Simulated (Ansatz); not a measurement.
Basis-set extrapolation for `[CH3][Al-]([CH3])([NH3+])[OH]` (PBE0-D4/def2-TZVP geometry, frozen core, the Gaussian-basis code of Ansatz). Multiplicity 1, RHF reference.

|  | def2-TZVPP | def2-QZVPP |
| --- | --- | --- |
| HF | -452.995851 | -453.013625 |
| MP2 correlation | -0.925297 | -0.990706 |
| CCSD(T) correlation | -1.007309 | not run |

Energies in hartree. Use E(X) = E(∞) + A·exp(−7.88·√X) for Hartree–Fock and E(X) = E(∞) + B·X^(−2.97) for correlation, with X = 3 and 4, and add CCSD(T) minus MP2 of the smaller set to the MP2 limit.

**Question.** What is the CCSD(T) energy at the basis-set limit?

**Answer.** HF limit: -453.013625 + (-0.017774) × 0.13774 = -453.01607. MP2 limit: -0.990706 + (-0.065409) × 0.74074 = -1.03916. Higher-order term: -1.007309 − (-0.925297) = -0.08201. Total: -454.13724 hartree, 352.0 kJ/mol below CCSD(T)/def2-TZVPP.
